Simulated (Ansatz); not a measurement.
Potential energy curve for AlH, singlet.

- UHF/aug-cc-pVDZ (Ansatz, a quantum-chemistry and plane-wave program)
- RHF/aug-cc-pVDZ (Ansatz)
- UKS-B3LYP = unrestricted B3LYP/aug-cc-pVDZ in Ansatz
- RKS-B3LYP = restricted B3LYP/aug-cc-pVDZ (Ansatz)
- UKS-PBE0 = unrestricted PBE0/aug-cc-pVDZ (Ansatz)
- RKS-PBE0 = restricted PBE0/aug-cc-pVDZ (Ansatz)

Scanned distances (Å): 1.23, 1.34, 1.39, 1.50, 1.58, 1.59, 1.66, 1.69, 1.78, 1.82, 1.90, 2.03, 2.22, 2.52, 2.74, 2.98, 3.37, 3.69, 4.04, 4.50, 5.05, 5.90, 6.61.

Task: Where does the unrestricted solution first break spin symmetry (<S²> of 0.01 or more)?

Result: UHF: already at 1.23 Å; UKS-B3LYP: between 2.74 and 2.98 Å; UKS-PBE0: between 2.74 and 2.98 Å.

```tsv
R / Å	<S²> UHF	E(RHF) − E(UHF) / eV	<S²> UKS-B3LYP	E(RKS-B3LYP) − E(UKS-B3LYP) / eV	<S²> UKS-PBE0	E(RKS-PBE0) − E(UKS-PBE0) / eV
1.23	0.33	0.057	0.00	0.000	0.00	0.000
1.34	0.28	0.043	0.00	0.000	0.00	0.000
1.39	0.26	0.037	0.00	0.000	0.00	0.000
1.50	0.22	0.025	0.00	0.000	0.00	0.000
1.58	0.19	0.018	0.00	0.000	0.00	0.000
1.59	0.18	0.017	0.00	0.000	0.00	0.000
1.66	0.15	0.012	0.00	0.000	0.00	0.000
1.69	0.14	0.010	0.00	0.000	0.00	0.000
1.78	0.10	0.005	0.00	0.000	0.00	0.000
1.82	0.09	0.003	0.00	0.000	0.00	0.000
1.90	0.05	0.001	0.00	0.000	0.00	0.000
2.03	0.00	0.000	0.00	0.000	0.00	0.000
2.22	0.00	0.000	0.00	0.000	0.00	0.000
2.52	0.26	0.037	0.00	0.000	0.00	0.000
2.74	0.55	0.211	0.00	0.000	0.00	0.000
2.98	0.74	0.483	0.11	0.006	0.22	0.021
3.37	0.90	0.976	0.46	0.128	0.58	0.201
3.69	0.96	1.366	0.63	0.273	0.75	0.396
4.04	0.99	1.750	0.74	0.432	0.87	0.611
4.50	1.01	2.176	0.83	0.615	0.97	0.869
5.05	1.01	2.582	0.90	0.787	1.00	1.115
5.90	1.02	3.036	0.97	0.968	1.01	1.360
6.61	1.02	3.301	1.00	1.070	1.01	1.481
```
